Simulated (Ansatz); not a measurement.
`N#C[SiH2]P` + HCl → `P[SiH2]Cl` + `C#N` at 500 K and 1 bar (ligand exchange at the Si–C bond).

Computed with Ansatz on PBE0-D4/def2-TZVP structures; ΔE is electronic, products minus reactants. CCSD(T)/CBS adds triple-zeta CCSD(T) − MP2 to the extrapolated MP2 energy (def2 sets, frozen cores). This one scheme is used for every species. Each species was taken in one conformer, which may not be the lowest.

| species | CCSD(T)/CBS energy (Eh) | H − E (kJ/mol) | S (J/(mol·K)) |
| --- | --- | --- | --- |
| `N#C[SiH2]P` | -725.16307 | 154.3 | 383.5 |
| HCl | -460.38127 | 32.5 | 201.9 |
| `P[SiH2]Cl` | -1092.24436 | 131.1 | 361.9 |
| `C#N` | -93.32098 | 60.1 | 220.8 |

H − E and S are ideal-gas, rigid-rotor, harmonic terms from PBE0-D4/def2-TZVP, for one conformer and one mirror image of each species. 1 Eh = 2625.50 kJ/mol, R = 8.31446 J/(mol·K).

**Question.** By hand: ΔE, ΔH, ΔS and ΔG.

**Answer.** ΔE = (-1092.24436) + (-93.32098) − (-725.16307) − (-460.38127) = -0.02100 Eh = -55.1 kJ/mol. Δ(H − E) = 131.1 + 60.1 − 154.3 − 32.5 = 4.4, so ΔH = -50.7 kJ/mol. ΔS = 361.9 + 220.8 − 383.5 − 201.9 = -2.7 J/(mol·K). ΔG = -50.7 − 500 × (-2.7)/1000 = -49.4 kJ/mol.

**Question.** By hand: the equilibrium constant, and the temperature at which ΔG would vanish if ΔH and ΔS stayed fixed.

**Answer.** log₁₀ K = −ΔG/(RT ln 10) = 5.2. ΔG = 0 at ΔH/ΔS = 18778 K, far beyond where these terms or the molecules hold.

The number of gas molecules stays the same, so ΔS is small and ΔH decides. A doubt of 5 kJ/mol in ΔE shifts log₁₀ K by 0.5 here. Other conformers and mirror images would add mixing entropy, several J/(mol·K) or more a flexible species. These are equilibria of isolated gas molecules and say nothing of rates. Largest T1 diagnostic: 0.014 (customary marks: 0.02 for closed shells, 0.045 for open ones).
